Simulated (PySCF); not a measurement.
Homolysis of single bonds, series B OH-NH2. Gas-phase values, no solvent. One relaxed conformer stands for each flexible species; it need not be the lowest. Strings in code marks are SMILES.

The four lowest singlet excitations (Tamm–Dancoff). The numbers are results of B3LYP-D3(BJ)/def2-TZVP run with PySCF, not measurements. B3LYP has the VWN-RPA correlation part, as in Gaussian. Excitations are Tamm–Dancoff values on a coarser integration grid. The basis has no diffuse functions, so Rydberg states are missing or too high.

```
state  energy (eV)  wavelength (nm)  oscillator strength
-----  -----------  ---------------  -------------------
S1            5.76              215                0.000
S2            5.77              215                0.000
S3            6.86              181                0.067
S4            6.90              180                0.000
```

Problem. Say which member gives these states.
(A) `NB(N)N`
(B) `NB(N)O` (N–B–O–H torsion 180°)
(C) `NB(O)O` (O–B–O–H torsion 0°, O–B–O–H torsion 180°)

Solution. A, `NB(N)N`
